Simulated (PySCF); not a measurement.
**KSn⁺: energy against distance**

Set-up: basis K def2-SVP, Sn def2-SVP with ECP28; scalar-relativistic core potentials; PySCF 2.14. Energies in eV from K⁺ + Sn in their ground configurations at the same level. State: ³Π (triplet), unpaired electrons σ ↑, π ↑.

All columns are PBE0. A positive dipole points towards Sn; it is taken about the centre of mass and depends on that origin.

| R (Å) | E (eV) | μ (D) | Mulliken charge on K (basis-dependent) | HOMO (eV) | LUMO (eV) | Mayer bond order | ⟨S²⟩ |
| --- | --- | --- | --- | --- | --- | --- | --- |
| 3.372 | -0.233 | -9.72 | 0.82 | -9.12 | -7.30 | 0.33 | 2.00 |
| 3.529 | -0.297 | -10.21 | 0.81 | -9.00 | -7.18 | 0.34 | 2.00 |
| 3.686 | -0.331 | -10.73 | 0.81 | -8.88 | -7.06 | 0.33 | 2.00 |
| 3.803 | -0.342 | -11.14 | 0.82 | -8.80 | -6.97 | 0.32 | 2.00 |
| 3.921 | -0.345 | -11.55 | 0.83 | -8.71 | -6.89 | 0.31 | 2.00 |
| 4.039 | -0.341 | -11.98 | 0.83 | -8.63 | -6.80 | 0.30 | 2.00 |
| 4.196 | -0.329 | -12.58 | 0.84 | -8.53 | -6.70 | 0.28 | 2.00 |
| 4.391 | -0.307 | -13.34 | 0.86 | -8.40 | -6.57 | 0.25 | 2.00 |
| 4.627 | -0.275 | -14.30 | 0.88 | -8.25 | -6.42 | 0.22 | 2.00 |
| 4.941 | -0.230 | -15.63 | 0.90 | -8.06 | -6.23 | 0.18 | 2.00 |

A fit through these points gives, at Re = 3.909 Å, μ = -11.51 D and dμ/dR = -3.59 D/Å; the reduced mass is 29.41 u.

Problem. How strong is the fundamental in the double-harmonic approximation, I = 42.26·(dμ/dR)²/μred km/mol?

Solution. I = 42.26·(-3.59)²/29.41 = 18.5 km/mol at PBE0.

The bond is weak. Basis-set superposition, not corrected here, can be much of De in a small basis, most of all at correlated wavefunction levels. Spin–orbit coupling is left out, which matters for elements this heavy, above all for dissociation energies. For an ion De counts to the pair picked by the measured ionisation energies or electron affinities, which need not be the lowest pair at this level. The state was picked by a PBE0 search and need not be the measured ground state.
